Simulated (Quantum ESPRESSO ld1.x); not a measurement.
The run below uses ld1.x (Quantum ESPRESSO 7.5).

```
 &input
    atom='Tl',
    iswitch=1,
    rel=1,
    dft='PBE',
    config='[Xe] 4f13 5d10 6s2',
    verbosity='high',
    prefix='ld1',
    max_out_wfc=37,
    file_charge='ld1.rho',
 /
```

Command: `OMP_NUM_THREADS=1 ld1.x < ld1.in > ld1.out`

It prints:

```
     Program LD1 v.7.5 starts

     --------------------------- All-electron run ----------------------------

     scalar relativistic calculation

     atomic number is 81.00
     dft =PBE   lsd =0 sic =0 latt =0  beta=0.20 tr2=1.0E-14
     Exchange-correlation= PBE
                           (   1   4   3   4   0   0   0)
     mesh =2125 r(mesh) =  99.24096 a.u. xmin = -8.00 dx = 0.00800
     1 Ry =  13.60569312 eV, c = 137.03599908

     n l     nl                  e(Ry)          e(Ha)          e(eV)
     1 0     1S 1( 2.00)   -6296.995780615   -3148.497890308 -85674.9921878
     2 0     2S 1( 2.00)   -1123.437478017    -561.718739009 -15285.1455688
     2 1     2P 1( 6.00)    -966.423392813    -483.211696407 -13148.8601095
     3 0     3S 1( 2.00)    -270.410472112    -135.205236056  -3679.1219008
     3 1     3P 1( 6.00)    -225.231451264    -112.615725632  -3064.4300075
     4 0     4S 1( 2.00)     -62.406235567     -31.203117784   -849.0800901
     4 1     4P 1( 6.00)     -47.551752032     -23.775876016   -646.9745456
     3 2     3D 1(10.00)    -178.477155447     -89.238577724  -2428.3054065
     5 0     5S 1( 2.00)     -11.581776030      -5.790888015   -157.5780905
     5 1     5P 1( 6.00)      -7.437604032      -3.718802016   -101.1937580
     4 2     4D 1(10.00)     -30.173093418     -15.086546709   -410.5258496
     4 3     4F 1(13.00)     -10.966715456      -5.483357728   -149.2097651
     5 2     5D 1(10.00)      -2.783307247      -1.391653624    -37.8688243
     6 0     6S 1( 2.00)      -1.991952316      -0.995976158    -27.1018919

     final scf error:  6.0E-15 reached in  28 iterations

     Etot =  -40481.588542 Ry,  -20240.794271 Ha, -550780.070833 eV

     Ekin =   45615.557652 Ry,   22807.778826 Ha,  620631.279052 eV
     Encl = -100787.523268 Ry,  -50393.761634 Ha,-1371284.112207 eV
     Eh   =   15443.893896 Ry,    7721.946948 Ha,  210124.880979 eV
     Exc  =    -753.516823 Ry,    -376.758412 Ha,  -10252.118657 eV

     normalization and overlap integrals

     s(1S/1S) =  1.000000  <r> =   0.0163  <r2> =    0.0004  r(max) =   0.0100
     s(1S/2S) = -0.039670
     s(1S/3S) = -0.017402
     s(1S/4S) = -0.008658
     s(1S/5S) = -0.003994
     s(1S/6S) = -0.001466
     s(2S/2S) =  1.000000  <r> =   0.0687  <r2> =    0.0056  r(max) =   0.0583
     s(2S/3S) = -0.011233
     s(2S/4S) = -0.005323
     s(2S/5S) = -0.002430
     s(2S/6S) = -0.000890
     s(2P/2P) =  1.000000  <r> =   0.0624  <r2> =    0.0048  r(max) =   0.0485
     s(2P/3P) = -0.008737
     s(2P/4P) = -0.003931
     s(2P/5P) = -0.001667
     s(3S/3S) =  1.000000  <r> =   0.1775  <r2> =    0.0361  r(max) =   0.1636
     s(3S/4S) = -0.003895
     s(3S/5S) = -0.001714
     s(3S/6S) = -0.000624
     s(3P/3P) =  1.000000  <r> =   0.1793  <r2> =    0.0373  r(max) =   0.1636
     s(3P/4P) = -0.003262
     s(3P/5P) = -0.001335
     s(4S/4S) =  1.000000  <r> =   0.3907  <r2> =    0.1722  r(max) =   0.3670
     s(4S/5S) = -0.001217
     s(4S/6S) = -0.000435
     s(4P/4P) =  1.000000  <r> =   0.4162  <r2> =    0.1967  r(max) =   0.3881
     s(4P/5P) = -0.000964
     s(3D/3D) =  1.000000  <r> =   0.1625  <r2> =    0.0309  r(max) =   0.1339
     s(3D/4D) = -0.002390
     s(3D/5D) = -0.000773
     s(5S/5S) =  1.000000  <r> =   0.8655  <r2> =    0.8391  r(max) =   0.8038
     s(5S/6S) = -0.000261
     s(5P/5P) =  1.000000  <r> =   0.9880  <r2> =    1.1007  r(max) =   0.8919
     s(4D/4D) =  1.000000  <r> =   0.4373  <r2> =    0.2205  r(max) =   0.3944
     s(4D/5D) = -0.000615
     s(4F/4F) =  1.000000  <r> =   0.4597  <r2> =    0.2527  r(max) =   0.3554
     s(5D/5D) =  1.000000  <r> =   1.3003  <r2> =    1.9587  r(max) =   1.0806
     s(6S/6S) =  1.000000  <r> =   2.1996  <r2> =    5.4300  r(max) =   1.9378

     ------------------------ End of All-electron run ------------------------
```

Run on one thread of a shared host, so times are rough (Intel(R) Xeon(R) Processor @ 2.60GHz): 0.74 s of CPU time, 0.79 s wall, 28 iterations on 2125 mesh points.
